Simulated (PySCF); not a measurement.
PySCF input:

```python
from pyscf import gto, scf, mp, cc as ccmod

mol = gto.M(
    atom='''
    C    -1.16121811   -0.18331432   -0.02340017
    Si    0.62903689    0.09747431    0.00115907
    H    -1.68556782    0.56423601   -0.62169877
    H    -1.41324193   -1.19650419   -0.34225064
    H    -1.51267979   -0.07261084    1.01662181
    H     1.19698143    1.44308458   -0.15835579
    H     1.57530031   -1.00295996    0.22985740
    ''',
    basis='cc-pvdz',
    charge=1,
    spin=0,
    verbose=4,
)

mf = scf.RHF(mol)
mf.conv_tol = 1e-10
mf.max_cycle = 100
mf.kernel()
mp2 = mp.MP2(mf, frozen=6).run()
cc = ccmod.CCSD(mf, frozen=6)
cc.max_cycle = 100
cc.kernel()
et = cc.ccsd_t()
print(f'E(CCSD(T)) = {cc.e_tot + et:.9f}')
```

Problem. Which total energy does the run end on?

Solution. -329.68832 Eh (CCSD(T)/cc-pVDZ).
